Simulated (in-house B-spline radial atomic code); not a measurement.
Eu. Computed with a B-spline radial atomic code. Model: non-relativistic spherical atom: semilocal Troullier-Martins pseudo-atom, one channel per l, against all electrons, high spin, G0W0 and RPA with empty states to l = 8, local potential for every l without a channel, a model core (radius 0 = none) keeps its share of the functional.

Without relativity these are model numbers for so heavy an element.

What the tables leave out is listed at the end.

The pseudopotential gives back the lowest level of each angular momentum of its own functional in the configuration it was made in; a second state of the same l is only approximately right. Exact exchange, RPA and GW see the smooth pseudo-orbitals and miss the exchange with the core, for which the functional's share stands in. The column with an uncorrelated core keeps all orbitals and exact exchange, and so separates missing core correlation from pseudisation. Only the three outermost levels and the lowest empty one were computed. RPA here is direct RPA, with no exchange kernel, and its energies carry an (l + 1/2)⁻⁴ tail. A hybrid on a potential with a model core restores only its own semilocal share of the core's exchange.

Command:
```bash
python run_psgw.py task.json out
```
Settings (lengths in bohr, energies in hartree):
```
Z                      63
electrons              63
configuration          [Xe] 4f7 6s2
generated_in           [Xe] 4f7 6s2
functional             lda,vwn
core_shells            9
radius_factor          1.3
core_correction        False
ion_configuration      [Xe] 4f7 6s1
```

Time taken, with all properties: 2.7 min on 1 thread of Arm Neoverse N1 (shared host).

Given: made with LDA VWN5; model core radius 0 bohr; local radius 1.87 bohr; mean-field start LDA VWN5.

Valence shells of the generating configuration: 5s, 5p, 4f, 6s.

Channel: s 1.721, p 1.867, d 2.716, f 2.576 (radii in bohr).

Computed: largest level miss in the spin-unpolarised generating configuration 0.078 eV; valence RPA correlation energy all-electron orbitals -1.0117 hartree; valence RPA correlation energy pseudo -1.327 hartree; all-electron RPA polarisability, core included 146.5 bohr³; pseudo-atom RPA polarisability 143.43 bohr³; ionisation by mean-field all-electron 5.517 eV; ionisation by RPA pseudo minus all -0.009 eV.

```tsv
level	occupied	mean-field all-electron (eV)	mean-field pseudo minus all (eV)	G0W0 all-electron (eV)	G0W0 uncorrelated core minus all (eV)	G0W0 pseudo minus all (eV)	exchange self-energy all-electron (eV)	exchange self-energy pseudo (eV)
6s down	1	-3.4114	0.038	-5.4603	0.022	-0.016	-6.6247	-6.1172
```

Problem. What is the ionisation by RPA all-electron?

Solution. 5.7192 eV.

Problem. What is the ionisation by mean-field pseudo minus all?

Solution. -0.047 eV.

Given: mean-field start PBE0.

Computed: valence RPA correlation energy pseudo -1.2575 hartree; pseudo-atom RPA polarisability 131.35 bohr³; ionisation by mean-field all-electron 5.2556 eV; ionisation by mean-field pseudo minus all -0.035 eV; ionisation by RPA all-electron 5.6115 eV; ionisation by RPA pseudo minus all 0.013 eV.

```csv
level,occupied,mean-field all-electron (eV),mean-field pseudo minus all (eV),G0W0 all-electron (eV),G0W0 uncorrelated core minus all (eV),G0W0 pseudo minus all (eV),exchange self-energy all-electron (eV),exchange self-energy pseudo (eV)
6s down,1,-3.7871,0.029,-5.5206,0.021,-0.005,-6.3445,-5.901
6s up,1,-3.9667,-0.192,-5.7113,0.019,-0.235,-6.7056,-6.6682
5d up (empty),0,-1.5001,-0.468,-0.16993,0.011,-0.425,-5.8333,-7.0949
```

Problem. What is the all-electron RPA polarisability, core included?

Solution. 134.93 bohr³.

Problem. What is the valence RPA correlation energy all-electron orbitals?

Solution. -0.93189 hartree.

Given: mean-field start Hartree-Fock.

Computed: valence RPA correlation energy all-electron orbitals -0.77159 hartree; valence RPA correlation energy pseudo -1.1082 hartree; all-electron RPA polarisability, core included 115.22 bohr³; ionisation by mean-field pseudo minus all -0.001 eV; ionisation by RPA all-electron 5.2479 eV; ionisation by RPA pseudo minus all 0.029 eV.

| level | occupied | mean-field all-electron (eV) | mean-field pseudo minus all (eV) | G0W0 all-electron (eV) | G0W0 uncorrelated core minus all (eV) | G0W0 pseudo minus all (eV) | exchange self-energy all-electron (eV) | exchange self-energy pseudo (eV) |
| --- | --- | --- | --- | --- | --- | --- | --- | --- |
| 6s down | 1 | -4.5619 | 0.015 | -5.4517 | 0.02 | -0.031 | -5.9088 | -5.5647 |
| 6s up | 1 | -4.7473 | -0.254 | -5.6439 | 0.017 | -0.303 | -6.1892 | -6.213 |
| 4f up | 1 | -19.445 | 5.409 | -16.567 | 0.177 | 2.671 | -64.168 | -31.841 |

Problem. What is the pseudo-atom RPA polarisability?

Solution. 110.65 bohr³.

Problem. What is the ionisation by mean-field all-electron?

Solution. 4.4031 eV.

Among the listed levels the largest G0W0 shift of the pseudo-atom is +2.67 eV, for 4f up on the Hartree-Fock start, while leaving the core uncorrelated moves that level by +0.18 eV. So pseudisation and the lost core exchange, not the missing core correlation, make the error. Not in the tables (levels of low weight, unsolved or above zero; the highest and the empty levels are kept at any weight): on LDA the G0W0 levels 6s up (pseudo minus all -0.22 eV, weights 0.74 and 0.75), 4f up (pseudo minus all +2.35 eV, weights 0.61 and 0.08); on PBE0 the G0W0 levels 4f up (pseudo minus all +1.93 eV, weights 0.76 and 0.47).
